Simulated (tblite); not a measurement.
C5H6GeO2.
Atom-mapped SMILES: `[CH:1]#[C:2][C:3](=[O:4])[C:5](=[CH2:6])[O:7][GeH3:8]` (hydrogens: H9 on C1; H10, H11 on C6; H12, H13, H14 on Ge8)

Computed with GFN2-xTB (tblite), gas phase: L-BFGS steps from a force-field or distance-geometry start until the largest atomic force falls under 0.01 eV/Å.

The end geometry, which sets the zero of energy:
```
atom  x, y, z in Å
C1      3.1858   -0.5612   -0.3182
C2      1.9986   -0.5068   -0.1405
C3      0.5791   -0.5381    0.0337
O4     -0.0923   -1.5194   -0.2348
C5     -0.0674    0.6848    0.5619
C6      0.6376    1.7822    0.8673
O7     -1.3892    0.6198    0.7098
Ge8    -2.4763   -0.7750    0.3482
H9      4.2267   -0.5783   -0.4626
H10     0.1486    2.6604    1.2499
H11     1.7032    1.8088    0.7370
H12    -2.2121   -1.9413    1.2484
H13    -2.5213   -1.0906   -1.1143
H14    -3.7216   -0.0458    0.7722
```

Task: These geometries come from the run, each turned onto the end geometry. Order them by energy, lowest first.
A.
```
atom  x, y, z in Å
C1      3.1730   -0.6063   -0.0951
C2      1.9772   -0.5140   -0.1640
C3      0.5476   -0.4848   -0.1454
O4     -0.1490   -1.3952   -0.5577
C5     -0.0709    0.7060    0.4841
C6      0.6440    1.8067    0.7459
O7     -1.3670    0.5970    0.7686
Ge8    -2.4630   -0.7991    0.4147
H9      4.2212   -0.6498   -0.0393
H10     0.1926    2.6694    1.2025
H11     1.6892    1.8439    0.5010
H12    -2.0331   -2.0647    1.0861
H13    -2.7213   -0.9270   -1.0538
H14    -3.6411   -0.1827    1.1106
```
B.
```
atom  x, y, z in Å
C1      3.2663   -0.5575    0.1380
C2      2.0769   -0.5452   -0.0281
C3      0.6593   -0.5770   -0.2279
O4      0.0614   -1.5304   -0.6825
C5     -0.0687    0.6473    0.1955
C6      0.5599    1.7394    0.6375
O7     -1.3977    0.5972    0.0761
Ge8    -2.5249   -0.7200    0.4585
H9      4.3048   -0.5425    0.2891
H10    -0.0014    2.6041    0.9396
H11     1.6289    1.7700    0.6990
H12    -1.9948   -2.1095    0.5593
H13    -3.5375   -0.4954   -0.6095
H14    -3.0331   -0.2810    1.8134
```
C.
```
atom  x, y, z in Å
C1      3.1876   -0.6174   -0.2681
C2      1.9993   -0.4923   -0.1393
C3      0.5742   -0.4951   -0.0192
O4     -0.0993   -1.4583   -0.3431
C5     -0.0768    0.7138    0.5312
C6      0.6228    1.8081    0.8571
O7     -1.3988    0.6404    0.6742
Ge8    -2.4621   -0.7861    0.3601
H9      4.2308   -0.6862   -0.3721
H10     0.1268    2.6777    1.2488
H11     1.6883    1.8411    0.7322
H12    -2.0994   -1.9574    1.2227
H13    -2.5892   -1.0781   -1.1039
H14    -3.7047   -0.1105    0.8774
```
D.
```
atom  x, y, z in Å
C1      3.2904   -0.5110    0.1604
C2      2.0840   -0.5295   -0.0241
C3      0.6645   -0.5567   -0.2153
O4      0.1727   -1.5971   -0.7068
C5     -0.0866    0.6213    0.1495
C6      0.5726    1.6531    0.6359
O7     -1.4599    0.7749    0.0082
Ge8    -2.5511   -0.5712    0.4599
H9      4.3428   -0.4903    0.3205
H10     0.0515    2.5567    0.9268
H11     1.6573    1.6401    0.7807
H12    -1.8555   -1.9508    0.4188
H13    -3.7477   -0.6740   -0.5526
H14    -3.1356   -0.3661    1.8961
```
E.
```
atom  x, y, z in Å
C1      3.1814   -0.6595   -0.0263
C2      1.9877   -0.5720   -0.1177
C3      0.5646   -0.5079   -0.1286
O4     -0.1411   -1.3916   -0.5814
C5     -0.0423    0.6767    0.5215
C6      0.6088    1.8364    0.6700
O7     -1.3135    0.5277    0.8964
Ge8    -2.4551   -0.7806    0.4209
H9      4.2257   -0.7138    0.0451
H10     0.0748    2.6929    1.0450
H11     1.6380    1.9564    0.3837
H12    -2.0025   -2.1420    0.8677
H13    -2.7533   -0.6418   -1.0320
H14    -3.5737   -0.2814    1.2936
```

Result: C (0.004 eV), A (0.027 eV), E (0.062 eV), B (0.280 eV), D (0.786 eV).

In the order of the answer:

```csv
step,E above end (eV),largest force (eV/Å),rms force component (eV/Å),rms distance from end (Å),rms bond change (Å),bond most changed (Å)
100,0.004,0.03,0.013,0.079,0.001,Ge8–H12 +0.002
76,0.027,0.16,0.038,0.235,0.002,O7–Ge8 +0.005
61,0.062,0.20,0.064,0.347,0.004,Ge8–H13 -0.007
21,0.280,0.11,0.038,0.636,0.009,O7–Ge8 -0.030
0,0.786,3.49,0.941,0.695,0.038,Ge8–H13 +0.074
```

The cost below is that of the whole relaxation. On Arm Neoverse N1, one thread (shared host), this took 1.3 s wall.
